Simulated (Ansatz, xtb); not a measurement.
Ranking isomers of C3H6GeS

3 gas-phase structures of C3H6GeS, from a drawn sample of its isomers (lower ones may exist). Each was relaxed with GFN2-xTB:

A. `C#C[C@@H](S)[GeH3]`, a singlet
B. `SCC#[C][GeH3]`, a singlet
C. `SC#C[CH2][GeH3]`, a singlet

Problem. Estimate their order in r2SCAN-D4/def2-SVP//GFN2-xTB energy at these geometries, lowest first.

Solution. Calculated order at r2SCAN-D4/def2-SVP//GFN2-xTB: B (0.000), C (0.056), A (0.375) eV.

Energies above the lowest of each column, in eV; the last columns are at r2SCAN-D4/def2-SVP geometries:

```
structure  GFN2-xTB  HF/STO-3G  r2SCAN-D4/def2-SVP//GFN2-xTB  r2SCAN-D4/def2-SVP  CCSD(T)/def2-SVP + ΔMP2/def2-TZVPP
        B     0.000      0.000                         0.000               0.000                               0.000
        C     0.084      0.186                         0.056               0.048                               0.150
        A     0.360      0.764                         0.375               0.351                               0.347
```

Every level run on B puts it lowest or level with the lowest. Flexible structures stand in one conformer each, not always the lowest. B keeps a small imaginary mode. ΔMP2 is the change of the MP2 energy from the smaller to the larger basis.

Programs: Ansatz 0.2.0, xtb 6.7.1.
